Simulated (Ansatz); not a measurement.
System: MoO2, net charge 0, triplet state. The spin state was set by rule; other spins were not relaxed. 
Structure (B3LYP-D3(BJ)/def2-TZVP (Ansatz, a first-principles code) minimum search):
```xyz
3

Mo     0.1535    -0.1264     0.1567
O      0.6896     0.5548    -1.3018
O     -1.4954     0.1088     0.4794
```
Charge 0, spin multiplicity 3.

Basis-set convergence of Hartree-Fock and MP2 correlation energies (hartree) with Ansatz. Correlated levels leave the core frozen unless marked. UHF or UKS for open shells. Spin-orbit coupling is left out. Frozen are the shells of the preceding noble gas and the d and f shells that filled before the atom's block. In def2 rows, elements after Kr have scalar-relativistic effective core potentials.

The UHF reference is spin-contaminated (<S^2> 0.11 over the pure value in the largest basis). 

```tsv
basis	functions	E(HF)	E(corr, MP2)
def2-SVPD	80	-217.09204	-0.61635
def2-TZVPPD	136	…	…
```

### Question
Some entries are withheld; supply them.

### Answer

- def2-TZVPPD, E(HF): -217.30157
- def2-TZVPPD, E(corr, MP2): -0.72848
